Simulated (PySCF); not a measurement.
In(F)(Br)(Me) (CH3BrFIn), SMILES [CH3][In]([F])[Br]. Atoms are numbered in the order given.

```xyz
7

In    -0.0428     0.6653     0.0000
F     -1.9278     1.2031     0.0000
Br     0.1407    -1.8047     0.0000
C      1.5283     2.1104     0.0000
H      2.4991     1.5997     0.0000
H      1.4264     2.7366    -0.8968
H      1.4264     2.7366     0.8968
```

Geometry: PBE0-D3(BJ)/def2-SVP. The def2 effective core potentials stand for the cores of In; spin–orbit coupling is left out.

Method: PBE0-D3(BJ)/def2-SVP run with PySCF.

Frequencies are harmonic and unscaled.

Q: Estimate the vibrational spectrum. (The exact figures need the calculation; the answer reports its results.)

A: 
```
mode  ν (cm⁻¹)  IR (km/mol)  Raman (Å⁴/amu)  depolarisation  moving atoms (share of kinetic energy)
----  --------  -----------  --------------  --------------  --------------------------------------
1           19          0.1             0.0               –                                  H 98 %
2           87          1.9             3.0            0.71        C 42 %, H 20 %, In 19 %, Br 14 %
3          116         10.3             0.4            0.75         In 34 %, F 26 %, C 23 %, H 13 %
4          131         20.5             2.2            0.68                   F 72 %, Br 8 %, C 8 %
5          255         31.6             9.3            0.20                        Br 60 %, In 36 %
6          518         13.6            34.3            0.19                 C 70 %, H 17 %, In 10 %
7          610         65.2             4.6            0.32                         F 83 %, In 15 %
8          727         30.8             0.3            0.75                          H 85 %, C 14 %
9          755         51.8             1.1            0.73                          H 84 %, C 15 %
10        1183          2.1            25.6            0.19                          H 83 %, C 17 %
11        1424          3.0             8.9            0.75                                  H 95 %
12        1428          3.2             6.7            0.75                                  H 95 %
13        3081          0.8           149.7            0.01                                  H 98 %
14        3203          0.1           103.9            0.75                          H 90 %, C 10 %
15        3218          0.3            83.9            0.75                          H 90 %, C 10 %
```
